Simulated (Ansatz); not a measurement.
Reaction (cleavage of the Si–Sn bond): `O[SiH2][SiH2][SnH3]` + H₂S → `O[SiH2][SiH2]S` + `[SnH4]`

Program: Ansatz. Geometries: PBE0-D4/def2-TZVP. ΔE: electronic, gas phase. CCSD(T)/CBS is the MP2 limit (def2-TZVPP, def2-QZVPP) plus CCSD(T) − MP2 in def2-TZVPP, frozen cores. This one scheme is used for every species. Functionals use def2-TZVPP. Elements past krypton have def2 core potentials. For Sn outer-core shells are correlated without core-valence functions, which leaves a few kJ/mol of doubt a bond. Each species was taken in one conformer, which may not be the lowest.

| level | ΔE (kJ/mol) |
| --- | --- |
| PBE-D4 | -18.2 |
| r2SCAN-D4 | -23.5 |
| r2SCANh-D4 | -23.4 |
| r2SCAN | -24.0 |
| LC-ωPBE | -25.3 |
| MP2/def2-SVP | -21.9 |
| CCSD/def2-SVP | -17.6 |
| MP2/def2-QZVPP | -20.0 |

**Question.** What does CCSD(T)/CBS give? (Best estimate.)

**Answer.** Computed: -16.2 kJ/mol. The listed levels differ from it by -2.0, -7.3, -7.2, -7.8, -9.1, -5.7, -1.4, -3.8 kJ/mol.

**Question.** What do rigid-rotor, harmonic-oscillator terms from PBE0-D4/def2-TZVP frequencies (298.15 K, 1 bar) make of the CCSD(T)/CBS value? (Estimate.)

**Answer.** Ansatz gave: ΔZPE = +1.2 kJ/mol, ΔH = -18.0 kJ/mol, ΔS = -24 J/(mol·K), ΔG = -11.0 kJ/mol. Modes under 50 cm⁻¹ make the entropy rough.

Largest T1 diagnostic among the species: 0.013.

Leaving LDA and LC-ωPBE aside and taking each functional with its dispersion term where it has one, the values, not all of them listed here, spread over 12.8 kJ/mol, from B97M-V to PBE-D4. From BLYP to BHLYP (50 % exact exchange), in def2-TZVPP and without D4, ΔE moves by −4.7 kJ/mol.
